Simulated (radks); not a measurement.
Neutral cerium inside a hard spherical wall (all orbitals vanish at R), configuration held at [Xe] 4f1 5d1 6s2 and not refilled when levels cross. All-electron calculation, scalar-relativistic Kohn-Sham, LDA (Slater exchange, Perdew-Wang correlation), spin-polarised, spherical densities, finite nucleus; open shells are filled with parallel spins first (spin-orbit coupling, left out, can overturn this in heavy ions); Fermi nuclear charge, rms radius 4.8771 fm. Program: a radial shooting solver on a logarithmic mesh with Libxc functionals. Eigenvalues in eV for spin up, with the zero of energy where the potential of the charges vanishes at infinity; a dash marks a level that is unbound or too diffuse for the functional's potential to be trusted. A positive occupied level is held by the wall or, in an anion where self-interaction has pushed it up, behind a barrier. The pressure on the wall is -dE/dV.

| R (bohr) | E (hartree) | kinetic (hartree) | e(5p) | e(4f) | e(6s) | e(5d) | e(6p, empty) | e(7s, empty) | pressure (GPa) |
|---|---|---|---|---|---|---|---|---|---|
| free | -8853.4818 | 9380.641 | -23.599 | -5.932 | -4.025 | -3.420 | -1.480 | -0.097 | 0 |
| 20 | -8853.4818 | 9380.641 | -23.599 | -5.932 | -4.025 | -3.420 | -1.480 | 0.019 | < 0.0001 |
| 15 | -8853.4818 | 9380.641 | -23.597 | -5.929 | -4.023 | -3.418 | -1.469 | 0.357 | 0.000226 |
| 10 | -8853.4785 | 9380.670 | -23.413 | -5.741 | -3.873 | -3.257 | -1.135 | 2.630 | 0.0753 |
| 8 | -8853.4593 | 9380.790 | -22.829 | -5.131 | -3.318 | -2.742 | -0.164 | 6.559 | 0.779 |
| 6 | -8853.3315 | 9381.375 | -20.947 | -3.087 | -0.797 | -0.912 | 3.712 | 18.701 | 9.47 |
| 4 | -8852.2198 | 9385.668 | -14.420 | 4.672 | 14.662 | 7.253 | 24.430 | 69.529 | 227 |
| 3 | -8848.4693 | 9399.277 | -1.086 | 19.630 | 53.957 | 25.493 | 70.925 | 166.06 | 2020 |
| 2.5 | -8842.0091 | 9420.600 | 17.511 | 36.871 | 108.51 | 50.482 | 131.58 | 282.54 | 7600 |
| 2 | -8823.6312 | 9476.591 | 64.482 | 70.869 | 235.27 | 110.19 | 267.45 | 530.12 | 36300 |
| 1.5 | -8758.2423 | 9663.059 | 217.93 | 153.59 | 588.30 | 284.68 | 632.98 | 1160.7 | 259000 |
